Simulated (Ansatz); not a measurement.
These are frozen-core CCSD(T)/cc-pVDZ // PBE0-D4/def2-SVP (Ansatz, an electronic-structure program) values and carry that method's errors. The restricted HF reference is unstable towards unrestricted orbitals.

Ansatz 0.2 input:
```yaml
crystal:
  periodic: [false, false, false]
  atoms:
    - { symbol: B, position_ang: [3.775064, -0.538033, 0.03242] }
    - { symbol: C, position_ang: [2.249108, -0.580828, 0.076633] }
    - { symbol: C, position_ang: [1.374996, 0.467875, -0.134012] }
    - { symbol: C, position_ang: [0.000593, 0.114733, -0.025187] }
    - { symbol: C, position_ang: [-1.158808, 0.935846, -0.179192] }
    - { symbol: B, position_ang: [-1.097651, 2.437934, -0.511117] }
    - { symbol: C, position_ang: [-2.402582, 0.317776, -0.015005] }
    - { symbol: C, position_ang: [-2.531863, -1.048051, 0.288069] }
    - { symbol: C, position_ang: [-1.409405, -1.846314, 0.437922] }
    - { symbol: C, position_ang: [-0.143627, -1.264754, 0.281298] }
    - { symbol: S, position_ang: [1.382392, -2.057092, 0.420724] }
    - { symbol: H, position_ang: [4.319178, 0.513041, -0.210687] }
    - { symbol: H, position_ang: [4.433376, -1.530327, 0.235262] }
    - { symbol: H, position_ang: [1.725472, 1.474515, -0.363194] }
    - { symbol: H, position_ang: [-0.048854, 3.018228, -0.66365] }
    - { symbol: H, position_ang: [-2.130192, 3.057388, -0.623232] }
    - { symbol: H, position_ang: [-3.305389, 0.923399, -0.127621] }
    - { symbol: H, position_ang: [-3.525224, -1.486718, 0.406975] }
    - { symbol: H, position_ang: [-1.506582, -2.908615, 0.673595] }
basis:
  gaussian: { orbitals: cc-pVDZ }
correlation:
  method: ccsd_t
```

Output:

```
Functional definition: HF
1858 factors; integrals over basis functions are off by at most 1.1e-3 eV
mean field evaluation 1: about -20525.7963 eV, gradient 3.7e1 eV
mean field evaluation 2: about -20526.2725 eV, gradient 3.7e1 eV
mean field evaluation 4: about -20531.1351 eV, gradient 7.3e0 eV
mean field evaluation 8: about -20531.3162 eV, gradient 4.6e-1 eV
mean field evaluation 16: about -20525.7964 eV, gradient 3.7e1 eV
mean field evaluation 32: about -20522.6299 eV, gradient 1.4e1 eV
mean field -20531.31872942 eV, -754.5120466784 hartree, gradient 2.1e-6 eV, S^2 0.000000; 0 other end points of the search recorded, 0 dependent functions left out; unrestricted orbitals would lower it
15 core orbitals not correlated
reference -20531.31872942 eV, -754.5120466784 hartree; 26, 26 occupied and 157, 157 virtual orbitals, 1858 factors
second order -36.19911946 eV of doubles, -0.00000000 eV of singles
cycle   1  -36.48894588 eV  change   -2.9e-1 eV  update   1.7e-1
cycle   2  -37.65052896 eV  change    -1.2e0 eV  update   5.3e-2
cycle   3  -37.91687959 eV  change   -2.7e-1 eV  update   2.5e-2
cycle   4  -37.91409728 eV  change    2.8e-3 eV  update   7.4e-3
cycle   5  -37.91366152 eV  change    4.4e-4 eV  update   5.0e-3
cycle   6  -37.91509770 eV  change   -1.4e-3 eV  update   2.0e-3
cycle   7  -37.91418961 eV  change    9.1e-4 eV  update   1.1e-3
cycle   8  -37.91401034 eV  change    1.8e-4 eV  update   4.8e-4
cycle   9  -37.91412766 eV  change   -1.2e-4 eV  update   1.9e-4
cycle  10  -37.91409999 eV  change    2.8e-5 eV  update   6.8e-5
cycle  11  -37.91404774 eV  change    5.2e-5 eV  update   3.1e-5
perturbative correction -1.78978036 eV, -0.0657732152 hartree
Total energy: -20571.02255752 eV, -755.9711354490 hartree
```

Cost: around 7 core-minutes (rough).
